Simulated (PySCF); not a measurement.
# Spinor energies of O(2+) (oxygen, charge +2)

Start: [He] 2s1 2p3; 2s1/2 filled at m_j = +1/2; 2p3/2 filled at m_j = -1/2, +1/2, +3/2. Calculated with PySCF 2.14 in x2c-SVPall-2c with one added diffuse shell of s type (4s2p1d, 15 functions): generalised Hartree-Fock with the X2C-1e Hamiltonian and a Gaussian nucleus; one run each with spin-orbit coupling (SO) switched off, then screened by Boettger's factors. This is a chosen level, not necessarily the ground level.

```tsv
spinor shell	electrons	ε, spin-free (eV)	ε, screened SO (eV)	weight of nominal j (screened SO)	rms radius, screened SO (bohr)
1s1/2	2	-603.35	-603.35	1.000	0.231
2s1/2	1	-76.123	-76.123	1.000	1.11
2p3/2	3	-56.843	-56.843	0.666	1.11
```

```tsv
quantity	spin-free	screened SO
E (hartree)	-72.87096	-72.87096
M_J	2	2
⟨J²⟩	6.000	6.000
⟨L²⟩	0.000	0.000
⟨S²⟩	6.000	6.000
```

Each row is a mean over spinors that exchange with the open shell spreads, by up to 6.873 eV (1s1/2).

Rows whose weight is well below 1 are mixtures of j = l ± 1/2: exchange outweighs spin-orbit coupling there, and the label is only the starting occupation.

Without spin-orbit coupling the j labels of p, d and f shells carry no meaning; the spin-free column gives the mean over the occupied spinors of each nl shell.
